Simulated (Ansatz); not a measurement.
Species: BHBr2, charge 0, singlet. BHBr2 (dibromoborane, SMILES BrBBr).
B3LYP-D3(BJ)/def2-TZVP minimum from Ansatz (a program for electronic structure):
```xyz
4

B     -0.6279    -0.3892    -0.3974
H     -1.5111    -0.9367    -0.9564
Br    -0.3438     1.4658    -0.7050
Br     0.4767    -1.3835     0.7891
```

Hartree-Fock and MP2 correlation energies in hartree (Ansatz). UHF or UKS for unpaired electrons; spin-orbit terms are left out. Correlated methods leave the cores frozen (noble-gas shells, and filled d and f shells in the p block). No relativity. Spin-orbit terms, left out, reach several kcal/mol for Br and I, and more for heavier atoms.

```json
[
 {"basis": "cc-pVTZ", "X": "3", "E(HF)": "-5170.26289", "E(corr, MP2)": "-0.41951"},
 {"basis": "cc-pVQZ", "X": "4", "E(HF)": "-5170.27022", "E(corr, MP2)": "-0.46148"},
 {"basis": "cc-pV5Z", "X": "5", "E(HF)": "-5170.27108", "E(corr, MP2)": "withheld"}
]
```

Q: Fit E(corr) = E∞ + A/X³ to X = 3 and 4, predict X = 5, and compare with the run.

A: A = (-0.41951 - (-0.46148))/(1/27 - 1/64) = 1.9601; E∞ = -0.46148 - A/64 = -0.49211; at X = 5, E∞ + A/125 = -0.47643. The run gave -0.48016, 3.73 mEh below the prediction. The same form on X = 4 and 5 gives E∞ = -0.49976, 7.65 mEh below the first estimate.
